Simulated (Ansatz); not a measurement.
Species: BCl, net charge 0, singlet state. 
Coordinates optimised at B3LYP-D3(BJ)/def2-TZVP (Ansatz, an electronic-structure program):
```xyz
2

B      0.0000     0.0000    -1.3302
Cl     0.0000     0.0000     0.3912
```
Charge 0, spin multiplicity 1.

Atomisation energy built up term by term with Ansatz (kcal/mol; UHF references for open shells; valence terms freeze the core; atomic spin-orbit terms are left out). CBS(X,Y): correlation extrapolated as X^-3; Hartree-Fock from the larger set (for Q and 5 zeta extrapolated as (X+1)exp(-9√X)).

The Hartree-Fock reference is unstable (checked in the largest basis), which strains HF and MP2. 

| term | basis | kcal/mol |
|---|---|---|
| Hartree-Fock | CBS(cc-pV(Q+d)Z,cc-pV(5+d)Z) | … |
| CCSD correlation | CBS(cc-pV(Q+d)Z,cc-pV(5+d)Z) | 30.80 |
| (T) | CBS(cc-pV(Q+d)Z,cc-pV(5+d)Z) | … |
| CCSDT - CCSD(T) | cc-pV(D+d)Z | 0.10 |
| (Q) | cc-pV(D+d)Z | 0.27 |
| core correlation | cc-pwCVTZ | 0.51 |
| scalar relativity (X2C) | cc-pVTZ-DK against cc-pVTZ | -0.11 |
| sum: De |  | … |

**Question.** What belongs in the gaps?

**Answer.** 
- Hartree-Fock, kcal/mol: 87.49
- (T), kcal/mol: 4.61
- sum: De, kcal/mol: 123.7
